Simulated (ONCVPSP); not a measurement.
# Reading a pseudo-wave (nitrogen (N))

Columns: radius, all-electron u(r) and pseudo u(r) of the 2p shell (level -7.46 eV) of nitrogen in the configuration [He] 2s1 2p4; PBEsol, scalar-relativistic, ONCV scheme, ONCVPSP 4.0.1.

```json
{"r (bohr)": "0.125", "all-electron": "0.1053", "pseudo": "0.0285"}
{"r (bohr)": "0.250", "all-electron": "0.2893", "pseudo": "0.1095"}
{"r (bohr)": "0.375", "all-electron": "0.4612", "pseudo": "0.2310"}
{"r (bohr)": "0.500", "all-electron": "0.5955", "pseudo": "0.3755"}
{"r (bohr)": "0.625", "all-electron": "0.6901", "pseudo": "0.5236"}
{"r (bohr)": "0.750", "all-electron": "0.7484", "pseudo": "0.6567"}
{"r (bohr)": "0.875", "all-electron": "0.7769", "pseudo": "0.7609"}
{"r (bohr)": "1.000", "all-electron": "0.7825", "pseudo": "0.8279"}
{"r (bohr)": "1.125", "all-electron": "0.7714", "pseudo": "0.8560"}
{"r (bohr)": "1.250", "all-electron": "0.7486", "pseudo": "0.8492"}
{"r (bohr)": "1.375", "all-electron": "0.7180", "pseudo": "0.8154"}
{"r (bohr)": "1.500", "all-electron": "0.6825", "pseudo": "0.7643"}
{"r (bohr)": "1.625", "all-electron": "0.6444", "pseudo": "0.7048"}
{"r (bohr)": "1.750", "all-electron": "0.6050", "pseudo": "0.6443"}
{"r (bohr)": "1.875", "all-electron": "0.5655", "pseudo": "0.5876"}
{"r (bohr)": "2.000", "all-electron": "0.5268", "pseudo": "0.5369"}
{"r (bohr)": "2.125", "all-electron": "0.4892", "pseudo": "0.4927"}
{"r (bohr)": "2.250", "all-electron": "0.4532", "pseudo": "0.4539"}
{"r (bohr)": "2.375", "all-electron": "0.4189", "pseudo": "0.4189"}
{"r (bohr)": "2.500", "all-electron": "0.3865", "pseudo": "0.3865"}
{"r (bohr)": "2.625", "all-electron": "0.3562", "pseudo": "0.3562"}
{"r (bohr)": "2.750", "all-electron": "0.3278", "pseudo": "0.3277"}
{"r (bohr)": "2.875", "all-electron": "0.3013", "pseudo": "0.3013"}
{"r (bohr)": "3.000", "all-electron": "0.2767", "pseudo": "0.2767"}
{"r (bohr)": "3.125", "all-electron": "0.2540", "pseudo": "0.2540"}
{"r (bohr)": "3.250", "all-electron": "0.2330", "pseudo": "0.2330"}
```

Question: How many radial nodes do the two functions have?

Answer: The all-electron 2p function has n − l − 1 = 0; the pseudo-wave has 0.

Question: At about which radius was the pseudo-wave matched?

Answer: 2.50 bohr, where the columns begin to agree (steps of 0.12 bohr).

Question: Is the pseudo-wave norm-conserving?

Answer: Yes: the ONCV scheme keeps the norm inside the radius equal to the all-electron one, which fixes the energy derivative of the logarithmic derivative at the level.
